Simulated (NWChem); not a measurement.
Si2NH6 cation

```xyz
9

Si    -0.1396     1.5923     0.0003
N      0.6115     0.1228    -0.0008
Si    -0.1138    -1.5613    -0.0013
H     -1.6137     1.6109     0.0003
H      0.6842     2.8162     0.0014
H      1.6361     0.1414    -0.0012
H      0.3623    -2.2121    -1.2452
H     -1.5752    -1.3011     0.0098
H      0.3805    -2.2194     1.2316
```
Atoms are numbered in this order, from 1.

Level: PBE0/def2-SVP (NWChem), optimised geometry, unscaled harmonic frequencies. 

### Question
List the harmonic frequencies with IR intensities, and the thermochemistry.

### Answer
```json
[
 {"frequency (cm⁻¹)": "129", "IR intensity (km/mol)": "0.2"},
 {"frequency (cm⁻¹)": "198", "IR intensity (km/mol)": "1.1"},
 {"frequency (cm⁻¹)": "278", "IR intensity (km/mol)": "9.2"},
 {"frequency (cm⁻¹)": "553", "IR intensity (km/mol)": "17.0"},
 {"frequency (cm⁻¹)": "616", "IR intensity (km/mol)": "4.3"},
 {"frequency (cm⁻¹)": "653", "IR intensity (km/mol)": "1.1"},
 {"frequency (cm⁻¹)": "672", "IR intensity (km/mol)": "55.7"},
 {"frequency (cm⁻¹)": "759", "IR intensity (km/mol)": "113.2"},
 {"frequency (cm⁻¹)": "784", "IR intensity (km/mol)": "138.7"},
 {"frequency (cm⁻¹)": "911", "IR intensity (km/mol)": "228.0"},
 {"frequency (cm⁻¹)": "921", "IR intensity (km/mol)": "44.7"},
 {"frequency (cm⁻¹)": "929", "IR intensity (km/mol)": "85.6"},
 {"frequency (cm⁻¹)": "934", "IR intensity (km/mol)": "45.4"},
 {"frequency (cm⁻¹)": "1049", "IR intensity (km/mol)": "30.0"},
 {"frequency (cm⁻¹)": "1227", "IR intensity (km/mol)": "187.0"},
 {"frequency (cm⁻¹)": "2282", "IR intensity (km/mol)": "15.4"},
 {"frequency (cm⁻¹)": "2309", "IR intensity (km/mol)": "39.7"},
 {"frequency (cm⁻¹)": "2314", "IR intensity (km/mol)": "35.6"},
 {"frequency (cm⁻¹)": "2322", "IR intensity (km/mol)": "1.1"},
 {"frequency (cm⁻¹)": "2380", "IR intensity (km/mol)": "2.7"},
 {"frequency (cm⁻¹)": "3541", "IR intensity (km/mol)": "141.9"}
]
```

```json
{
  "zero_point_energy": "36.8 kcal/mol",
  "thermal correction to the enthalpy at 298.15 K (with zero-point energy)": "40.9 kcal/mol",
  "heat capacity Cv": "19.2 cal/(mol K)",
  "entropy at 298.15 K and 1 atm (symmetry number 1)": "73.0 cal/(mol K)"
}
```

Rigid rotor and harmonic oscillator.
